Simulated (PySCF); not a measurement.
## Worked example: oscillator strength and radiative lifetime

Ga(H)(Cl)(OMe) (CH₄ClGaO), SMILES C[O][GaH][Cl].

Geometry: PBE0-D3(BJ)/def2-SVP. The structure was generated by enumeration; whether it is a known compound was not checked. The values are those of a single conformer.

TDDFT-ωB97X/def2-SVPD (PySCF) puts the first singlet state with f over 0.02 at 6.53 eV (vertical), with the transition dipole (-0.030, -0.594, 0.000) in atomic units.

Q: Find the oscillator strength, the wavelength and the radiative lifetime that this transition would have in vacuum if emission retraced absorption.

A: 
|μ|² = 0.3537 au, so |μ| = 1.51 D. ΔE = 6.53/27.211 = 0.2400 hartree. f = (2/3) ΔE |μ|² = 0.057 (the program prints 0.057).
λ = 1239.84/6.53 = 190 nm; ν = 52668 cm⁻¹.
Einstein's coefficient A = 0.6670 ν² f s⁻¹ (ν in cm⁻¹) = 1.0e8 s⁻¹, so τ = 1/A = 9.6 ns. This state is S2; the lower singlet has f = 0.007. The figure is the radiative limit of this one transition; relaxation, internal conversion, crossing to triplets and a medium change what is measured.
